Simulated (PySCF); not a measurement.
Below is a simulated gas-phase C 1s photoelectron spectrum of `C1CCN[Si@H]1F`.

Every computed line was given a Gaussian of 0.5 eV full width at half maximum and an area set by the number of equivalent atoms; the highest printed point is 100. Level of theory: PySCF 2.14.0, delta-SCF UKS SCAN, pcX-2 on the ionised atom, pcseg-1 elsewhere, spin-free X2C.

binding energy (eV), intensity and a bar:
```
    289.4          0 
    289.5          1 
    289.6          5 #
    289.7         14 ####
    289.8         31 #########
    289.9         57 #################
    290.0         83 #########################
    290.1         99 ##############################
    290.2         98 #############################
    290.3         87 ##########################
    290.4         80 ########################
    290.5         86 ##########################
    290.6         98 #############################
    290.7        100 ##############################
    290.8         86 ##########################
    290.9         60 ##################
    291.0         37 ###########
    291.1         27 ########
    291.2         34 ##########
    291.3         55 ################
    291.4         80 ########################
    291.5         97 #############################
    291.6         93 ############################
    291.7         72 ######################
    291.8         45 #############
    291.9         22 #######
    292.0          9 ###
    292.1          3 #
    292.2          1
```

How many maxima does the curve show, and how many computed lines lie under it?

The curve has 3 maxima (at 290.1, 290.7 and 291.5 eV). Under it lie 3 lines from 3 inequivalent carbon sites.

Decompose the envelope and assign each component. Numbering: `[F:1][Si@H:2]1[CH2:3][CH2:4][CH2:5][NH:6]1`.

```csv
position (eV),relative area,line,atoms,environment
290.12,1,C 1s,C3,sp3 carbon bound to silicon
290.69,1,C 1s,C4,ring CH2 carbon
291.53,1,C 1s,C5,sp3 carbon bound to nitrogen
```

Lowest listed C 1s: C3, bonded to C, 2 H and Si. Highest, 1.41 eV above it: C5, bonded to N, C and 2 H. The widest gap between neighbouring values is 0.84 eV, between 290.69 and 291.53 eV. Summing the Pauling electronegativity differences to the bonded atoms, each weighted by its formal bond order, gives -1.35 for the lowest site and -0.21 for the highest; no listed site has a larger sum than the highest.

The curve has no shake-up lines and no vibrational structure. The structure is a single GFN2-xTB conformer in the gas phase; no vibrational or solvent corrections.
